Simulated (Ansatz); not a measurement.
Consider the substitution at a C–Si bond: `N#C[SiH3]` + `C[SiH](N)N` → `C[SiH](N)NC#N` + SiH₄.

Calculated with Ansatz (gas phase, PBE0-D4/def2-TZVP geometries, no zero-point term in ΔE). CCSD(T)/CBS adds triple-zeta CCSD(T) − MP2 to the extrapolated MP2 energy (def2 sets, frozen cores). This one scheme is used for every species. DFT in def2-TZVPP. B3LYP here is the variant with VWN-RPA as its local correlation; programs differ in this. One conformer a species, not always the lowest.

| level | ΔE (kcal/mol) |
| --- | --- |
| B3LYP-D4 | 12.5 |
| PBE | 11.5 |
| HF/def2-TZVPP | 14.7 |
| SCS-MP2/def2-QZVPP | 17.1 |

Problem. What does CCSD(T)/CBS give? (An estimate is asked.)

Solution. Ansatz gave: +16.6 kcal/mol. The listed levels differ from it by -4.1, -5.1, -1.9, 0.5 kcal/mol.

Largest T1 diagnostic among the species: 0.013.

In def2-TZVPP, CCSD(T) changes the Hartree–Fock value by +0.8 kcal/mol (the triples alone add −0.2 kcal/mol) and MP2 by +1.3 kcal/mol. The D4 term adds −0.9 kcal/mol with B3LYP and −0.6 kcal/mol with PBE0; it sums over pairs of atoms, weighted by their polarisabilities, and B3LYP, whose exchange is more repulsive, gets the larger term.
